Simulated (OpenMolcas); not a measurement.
**Pb+: from RASSCF to RASPT2**

```yaml
Program: OpenMolcas 26.06
Basis: ANO-R3 [9s8p6d3f2g1h]
Scalar_Hamiltonian: X2C, finite nucleus
Active_space: 1 electron in 9 orbitals (RAS2 6p; RAS3 6d 7s, at most 1 electron)
State_averaging: 2S+1 = 2 odd, 3 roots; 2S+1 = 2 even, 6 roots
Spin-orbit_coupling: RASSI with atomic mean-field integrals over the reference wave functions, term energies averaged over their components
```

Methods on the same reference wave functions:
A. RASSCF
B. SS-RASPT2, IPEA 0.25 Eh, imaginary shift 0.1 Eh (closed shells correlated: 5d 6s)

Energies in cm⁻¹ above 6s² 6p ²P°_1/2, the measured ground level; measured values from NIST Handbook of Basic Atomic Spectroscopic Data.

```csv
Level,A,B,Measured
6s² 6p ²P°_1/2,0.0,0.0,0.0
6s² 6p ²P°_3/2,12085,12080,14081
6s² 7s ²S_1/2,55753,56970,59449
6s² 6d ²D_3/2,77118,77700,69740
6s² 6d ²D_5/2,78337,78910,68964
```

Deviations, from unrounded energies. A percentage is the sum of absolute deviations over the sum of measured energies, with the sign that they share, or ± where signs differ.

```json
{"Against measurement": "mean absolute deviation (cm-1)", "Levels": "4", "A": "5600", "B": "5600"}
{"Against measurement": "fine structure of the ground term (%)", "Levels": "1", "A": "-14.2", "B": "-14.2"}
{"Against measurement": "other configurations (%)", "Levels": "3", "A": "±10.3", "B": "±10.3"}
```

A, B lie about equally close to measurement. The largest miss of B in the table is 6s² 6d ²D_5/2, by +10000 cm-1. The ranking rests on the paired levels alone, and a cruder setting can come out closer through cancelling errors.

The lowest spin-free term lies below A's lowest term by 0.483 hartree in B.

CASPT2 does not keep the components of a term degenerate, so their means are used; among the terms shown or strongly mixed into the levels shown the widest spread is 210 cm-1 (6s² 6d ²D, B). ANO sets are built for valence states and can reach diffuse excited orbitals poorly, and with the s shell closed the s pⁿ⁺¹ terms that mix with these levels are absent. Spin-orbit splittings of 6p shells tend to come out small when the coupling is added on scalar orbitals. With one active electron the reference holds no correlation, so core polarisation is missing (holds for A). With one active electron, CASPT2 adds the correlation within the correlated inactive shells and between them and that electron, and leaves the splitting within a term as the reference gives it (holds for B). Measured partners are found by configuration, term and J. A level has none where our copy of the source lacks it or the pairing is in doubt (some pairs that miss far off the trend of their configuration count as doubtful), and it then counts in no deviation. Levels of configurations outside the active space are missing.

° marks odd parity.
